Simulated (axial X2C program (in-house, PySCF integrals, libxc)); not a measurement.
Spin–orbit effects down a group: molecules with In (ions), HF

All values come from calculations with an axial X2C code built on PySCF integrals, spin-free (one-electron X2C) or two-component (2c: spin–orbit coupling with atomic mean-field Coulomb and Gaunt terms, which also bring small scalar terms), in Dyall basis sets with cores contracted in-house; open shells are unrestricted.

Basis sets: H dyall-v3z, In dyall-cv3z, Li dyall-cv3z, Na dyall-cv3z.

```csv
molecule,spin-free state,Re (Å),ωe (cm⁻¹),De (eV),2c state,Re 2c (Å),ωe 2c (cm⁻¹),De 2c (eV)
InH⁺,"M_S = 1/2, Λ = 0",1.827,1072.7,0.07,Ω = 1/2,1.826,1077.3,0.07
LiIn⁺,"M_S = 1/2, Λ = 0",3.251,189.1,1.17,Ω = 1/2,3.241,189.7,1.13
NaIn⁺,"M_S = 1/2, Λ = 0",3.589,100.9,0.96,Ω = 1/2,3.578,100.9,n/a
```

Q: Work out the shifts from the spin-free to the two-component result.

A: 

```json
{"molecule": "InH⁺", "2c state": "Ω = 1/2", "ΔRe (Å)": "-0.001", "Δωe (cm⁻¹)": "4.6", "ΔDe (eV)": "0.00"}
{"molecule": "LiIn⁺", "2c state": "Ω = 1/2", "ΔRe (Å)": "-0.010", "Δωe (cm⁻¹)": "0.6", "ΔDe (eV)": "n/a"}
{"molecule": "NaIn⁺", "2c state": "Ω = 1/2", "ΔRe (Å)": "-0.011", "Δωe (cm⁻¹)": "0.0", "ΔDe (eV)": "n/a"}
```

Shifts of one unit in the last digit are rounding.

Fragments in 2c: In+ + H, In + Li+, In + Na+. Each entry is the lowest single determinant of a limited PBE0 search at one distance. De goes to single-determinant-based atoms at the same level (for ions the charge split of lowest energy) and is withheld (n/a) where an atom does not fit its ground term or J level. Main or longest-lived isotopes.
